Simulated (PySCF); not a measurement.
**Neon: a sound run and one with changed settings**

Sound run: Ne²⁺ [He] 2s2 2p4, Ne³⁺ [He] 2s2 2p3. Computed with PySCF 2.14 in cc-pVDZ-DK, with scalar relativity by spin-free X2C-1e. In the sound run the correlated levels freeze 1s2. The sound run starts from symmetry-adapted Hartree-Fock orbitals and uses a fine grid where one is needed.

Changed run: all electrons correlated in a basis built for the valence shell.

```json
{"species": "Ne²⁺", "method": "MP2", "sound run (hartree)": "-126.54931", "changed run (hartree)": "-126.55106", "converged": "yes"}
{"species": "Ne²⁺", "method": "CCSD(T)", "sound run (hartree)": "-126.56234", "changed run (hartree)": "-126.56397", "converged": "yes"}
{"species": "Ne³⁺", "method": "MP2", "sound run (hartree)": "-124.25583", "changed run (hartree)": "-124.25744", "converged": "yes"}
{"species": "Ne³⁺", "method": "CCSD(T)", "sound run (hartree)": "-124.26849", "changed run (hartree)": "-124.27000", "converged": "yes"}
```

Ionisation energy of Ne²⁺:

| method | sound run (eV) | changed run (eV) |
| --- | --- | --- |
| UHF | 61.705 | 61.705 |
| MP2 | 62.409 | 62.412 |
| SCS-MP2 | 62.405 | 62.404 |
| CCSD | 62.409 | 62.412 |
| CCSD(T) | 62.419 | 62.422 |

A valence basis has no tight correlating functions, so it recovers only part of the core correlation, and not evenly between atom and ion.

For comparison, NIST gives 63.423 eV between the lowest levels.
